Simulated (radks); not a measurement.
Task: Spherical quantum dot in the effective-mass picture: electrons in a parabolic well V = omega^2 r^2 / 2 with omega = 2.11, all in effective atomic units (hartree* = m*/eps^2 hartree, bohr* = eps/m* bohr), one dielectric constant everywhere. Method: non-relativistic Kohn-Sham, exchange-only LDA, spin-polarised, spherical densities; computed with a radial shooting solver with Libxc functionals. Levels are named by radial order and angular momentum (1s, 1p, 1d, 2s, ...), and open shells are averaged over m. Results are scaled to m* = 0.293 and eps = 12.2, for which hartree* = 53.57 meV and bohr* = 2.203 nm. At N = 17 the configuration is 1s2 1p6 1d(up 5, down 4). Does electron 18 go into 2s down or 2s up or 1d down?

Result: Into 1d down. The total energies of the other choices lie higher by 7.96 meV (2s up), 9.02 meV (2s down).
